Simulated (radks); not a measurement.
Task: Species: Re XXXI. Configuration: [Kr] 4d9. Method: scalar-relativistic Kohn-Sham, PBE, spin-polarised, spherical densities, finite nucleus; open shells are filled with parallel spins first (spin-orbit coupling, left out, can overturn this in heavy ions); Fermi nuclear charge, rms radius 5.3698 fm; computed with a radial shooting solver on a logarithmic mesh with Libxc functionals. Some entries of the table are withheld. Estimate them.

orbital  occ.  eigenvalue (hartree)  r(max) (bohr)
1s up       1             -2672.587        0.01124
1s down     1             -2672.586        0.01124
2s up       1             -496.7708        0.06454
2s down     1             -496.7346        0.06454
2p up       3             -438.7064        0.05304
2p down     3             -438.6770        0.05304
3s up       1             -145.9843         0.1818
3s down     1             -145.9673         0.1818
3p up       3             -128.8372         0.1801
3p down     3             -128.8182         0.1801
3d up       5             -109.5052         0.1467
3d down     5             -109.4757         0.1467
4s up       1             -58.70152         0.3991
4s down     1             -58.62034         0.3991
4p up       3             -52.60952            (1)
4p down     3             -52.52980            (2)
4d up       5             -45.20009            (3)
4d down     4             -45.12068            (4)
5s up       0             -30.98174         0.7546
5s down     0             -30.94736         0.7551
5p up       0             -28.43602         0.7930
5p down     0             -28.40437         0.7935

Result: 
(1) 4p up r(max) (bohr): 0.4138
(2) 4p down r(max) (bohr): 0.4138
(3) 4d up r(max) (bohr): 0.4125
(4) 4d down r(max) (bohr): 0.4125
